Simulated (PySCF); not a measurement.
C₄H₉NO₂Si.
Cartesian coordinates in Å at the PBE0-D3(BJ)/def2-SVP level; atoms count from 1:
```
atom  x, y, z in Å
C1    -2.7327   -1.3402    1.3004
O2    -2.9195   -0.2797    0.4046
Si3   -2.2960   -0.1468   -1.1192
O4    -0.7720    0.5240   -1.1381
C5     0.3785   -0.0586   -0.6015
C6     1.5564    0.8569   -0.9206
C7     2.8192    0.3399   -0.4153
N8     3.8070   -0.0966    0.0001
H9    -2.5563   -2.3017    0.7831
H10   -1.8779   -1.1503    1.9729
H11   -3.6335   -1.4512    1.9236
H12   -2.2234   -1.5179   -1.7165
H13   -3.1411    0.7996   -1.8771
H14    0.5630   -1.0624   -1.0291
H15    0.2967   -0.1785    0.4944
H16    1.6256    0.9914   -2.0116
H17    1.3693    1.8514   -0.4856
```

Method used: PySCF 2.14.0, density-fitted response routines, TDDFT wB97X-D/def2-SVPD, vertical, gas phase, core orbitals frozen in the response.

Kohn–Sham orbitals with the atoms that hold most of them (Löwdin shares over 4%, at most four atoms; ? is withheld):

| orbital | ε (eV) | atoms |
| --- | --- | --- |
| HOMO-3 | -11.38 | N8 26%, C7 19%, C6 9%, O4 8% |
| HOMO-2 | -11.22 | O2 25%, O4 16%, N8 11%, C1 8% |
| HOMO-1 | -10.74 | O2 28%, O4 23%, Si3 13%, H12 13% |
| HOMO | ? | ? |
| LUMO | 1.81 | ? |
| LUMO+1 | 2.18 | Si3 15%, O4 13%, C1 10%, C6 8% |
| LUMO+2 | 2.35 | Si3 32%, H12 14%, O2 13%, H13 10% |

(1) Give the leading atoms of the LUMO.

(2) Which atoms hold the HOMO, and with what shares?

(3) What is the HOMO energy, and the HOMO–LUMO gap?

## Answers

(1) Si3 (bonded to 2 O and 2 H) 20%; C1 (bonded to O and 3 H) 11%; C5 (bonded to C, O and 2 H) 10%; C7 (bonded to C and N) 8%. By element: carbon 28% or more, silicon 20%.

(2) O2 (bonded to C and Si) 37%; O4 (bonded to C and Si) 26%; C1 (bonded to O and 3 H) 10%; C5 (bonded to C, O and 2 H) 6%. By element: oxygen 63%, carbon 16% or more.

(3) ε(HOMO) = -10.51 eV; the gap is 12.32 eV (0.4526 hartree).

Task: The HOMO–LUMO gap is 12.32 eV. Where does the response calculation put the lowest singlet, and from which orbitals?

Result: S1 is at 7.69 eV (f = 0.0001), 4.63 eV below the gap, made of HOMO-4→LUMO+4 (19%), HOMO-3→LUMO+5 (12%), HOMO-3→LUMO+3 (12%). 

Next come S2 at 7.91 eV (f 0.0008), HOMO→LUMO (60%), HOMO→LUMO+1 (19%); S3 at 8.06 eV (f 0.0066), HOMO-4→LUMO+4 (18%), HOMO-3→LUMO+5 (17%); S4 at 8.10 eV (f 0.0017), HOMO-3→LUMO+4 (15%), HOMO-4→LUMO+5 (11%), HOMO-2→LUMO+5 (10%); S5 at 8.10 eV (f 0.0081), HOMO-1→LUMO (41%), HOMO-1→LUMO+2 (15%), HOMO-1→LUMO+1 (15%).

One conformer stands for the species.
